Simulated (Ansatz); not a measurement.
System: sulfur trioxide, SO3, net charge 0, singlet state. 
Coordinates optimised at B3LYP-D3(BJ)/def2-TZVP (Ansatz, a program for electronic structure):
SMILES: O=S(=O)=O
```xyz
4

O     -0.7068    -1.2388    -0.0328
S      0.0000     0.0000     0.0000
O     -0.7195     1.2319     0.0059
O      1.4264     0.0069     0.0269
```

Basis-set convergence of Hartree-Fock and MP2 correlation energies (hartree) with Ansatz. Valence correlation only, unless marked. Spin-orbit coupling is left out. Non-relativistic.

```
basis        functions       E(HF)  E(corr, MP2)
-----------  ---------  ----------  ------------
cc-pV(D+d)Z         65  -622.03757      -0.70488
cc-pV(T+d)Z        129  -622.16561      -0.89375
cc-pV(Q+d)Z        229  -622.18952      -0.96625
```

Extrapolating the two largest sets (X = 3 and 4) as X^-3: E(corr) = (64·(-0.96625) - 27·(-0.89375))/37 = -1.0192 Eh, an estimate of the basis-set limit. The largest set recovers 94.8 % of it, the smallest 69.2 %.
